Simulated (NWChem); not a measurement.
# CH3Cl2Sc; SMILES [CH3][Sc]([Cl])[Cl]

```xyz
7

Sc     0.3878    -0.0008     0.0174
Cl    -0.6052    -2.0574    -0.0130
Cl    -0.6113     2.0524    -0.0119
C      2.5220     0.0088     0.0163
H      2.9280     0.8444     0.6146
H      2.8941     0.1421    -1.0180
H      2.9433    -0.9378     0.3986
```
Atoms are numbered in this order, from 1.

Coordinates come from a PBE0/def2-SVP optimisation.

Task: Give the principal values of the shielding tensors (ppm) of Sc1, Cl2, Cl3, C4 from KT2/pcSseg-1, GIAO (NWChem), with their diamagnetic and paramagnetic parts as GIAO splits them.

Result: 
```csv
atom,σ11,σ22,σ33,isotropic,diamagnetic,paramagnetic
Sc1,-789.4,71.0,406.2,-104.0,1513.2,-1617.2
Cl2,-131.7,206.7,1002.1,359.0,1151.0,-792.0
Cl3,-130.1,202.9,1003.7,358.8,1151.0,-792.2
C4,59.9,110.0,192.3,120.7,254.2,-133.4
```
